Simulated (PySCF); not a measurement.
# Checking a proposed structure

A compound C₄H₁₂O₂Si₃ gives the data below (simulated from a calculation) and was assigned the structure `C/C(=C\C=O)[SiH2]O[SiH2][SiH3]`.

¹³C{¹H} NMR (computed): δ 201.9 (C), 178.2 (C), 128.8 (CH), 31.5 (CH3).

¹H NMR (400 MHz, computed): δ 6.63 (s, 1H), 6.42 (br s, 1H), 4.10 (sept, 1H), 3.42 (d, 6H), 2.59 (s, 3H).

PySCF calculation with σ from GIAO-PBE0/pcSseg-1 and GFN2-xTB structure; fast rotation and ring inversion assumed for equivalent nuclei, no solvent model, non-relativistic, one computed conformer.

Shifts are taken against calculated references (same method and geometry level): ¹H, ¹³C vs TMS.

(1) Compare with the shifts computed for the proposed structure, pairing carbons in order of shift.

(2) Which isomer fits?

## Answers

(1) Mapped SMILES: `[CH3:1]/[C:2](=[CH:3]\[CH:4]=[O:5])[SiH2:6][O:7][SiH2:8][SiH3:9]`; H(Xn) means a hydrogen on atom n.

| atom | computed for proposal | given list | difference |
| --- | --- | --- | --- |
| C4 | 193.6 | 201.9 | -8.3 |
| C2 | 175.2 | 178.2 | -3.0 |
| C3 | 139.2 | 128.8 | +10.4 |
| C1 | 22.3 | 31.5 | -9.2 |

The rms difference is 8.2 ppm and the largest +10.4 ppm at C3 (α carbon of a C=C–C=O unit). The carbon types in order of shift don't match either: CH, C, CH, CH3 for the proposal against C, C, CH, CH3 in the data. The proposal doesn't fit.

(2) `[SiH3][SiH](/C(C)=C\C(=O)O)[SiH3]`.

Carbon types of the structure: 2 × C, 1 × CH, 1 × CH3, leaving 8 H on heteroatoms. δC 201.9: β carbon of a C=C–C=O unit; conjugation with the carbonyl draws π density from the β position. δC 178.2: carboxylic acid carbon; lone-pair donation from the attached heteroatom keeps it upfield of a ketone carbonyl. δC 128.8: α carbon of a C=C–C=O unit; as expected for a trigonal carbon in a double bond. δH 2.59: hydrogen on an allylic methyl carbon; allylic position.

Other isomers checked: C/C(=C/C=O)[SiH2]O[SiH2][SiH3] (rms 10.0 ppm).

This is the structure that produced the data.

OH/NH shifts are gas-phase values; hydrogen bonding in solution moves them, usually downfield. Shifts are as computed. Against solution values, carbons near 30 ppm lie about +3 ppm off and those near 130 ppm about +5 ppm. Of 1309 compounds with measured shifts, 239 miss one by over three times the rms of a fit or turn the order of signals round; such compounds aren't used in these exercises. Hydrogen bonding in solution deshields acid and N–H amide carbonyl carbons by as much as 10 ppm beyond these values. No couplings were computed; multiplicities are counted from neighbouring protons, with m where these are inequivalent, close in shift, in a saturated or five-membered ring or joined by F or P, and br s for small geminal =CH2 splittings.
